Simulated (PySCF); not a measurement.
Species: C8H8.
InChI=1S/C8H8/c1-3-6-7-4-2-5(1)8(6)7/h1-8H

The closed-shell ground state was solved at several levels (PySCF, density fitting, gas phase, non-relativistic). One conformer (not necessarily the lowest) at the PBE0-D3(BJ)/def2-SVP geometry, without solvent, vibrations or thermal averaging.

| level | basis functions | HOMO (eV) | LUMO (eV) | gap (eV) | dipole (D) |
| --- | --- | --- | --- | --- | --- |
| wB97X-D/pcSseg-1 | 176 | -8.39 | 1.88 | 10.27 | 0.22 |
| wB97X-D/def2-SVPD | 224 | -8.37 | 1.80 | 10.17 | 0.23 |
| PBE0/pcSseg-1 | 176 | -6.58 | 0.09 | 6.67 | 0.23 |

Task: What might B3LYP/pcJ-1 (296 basis functions) give for the same quantities?

Result: HOMO -6.34 eV, LUMO -0.08 eV, gap 6.26 eV, dipole 0.23 D.

Task: Over all these levels, which gives the widest orbital gap and which the narrowest?

Result: wB97X-D/pcSseg-1 (range-separated hybrid) has the widest, 10.27 eV, and B3LYP/pcJ-1 (global hybrid, 20 % exact exchange) the narrowest, 6.26 eV. Functional and basis both differ between the two, so the spread mixes both effects.

Task: How far do the dipole and the HOMO energy spread over the levels?

Result: The dipole runs from 0.22 to 0.23 D (mean 0.23 D) and the HOMO from -8.39 to -6.34 eV.
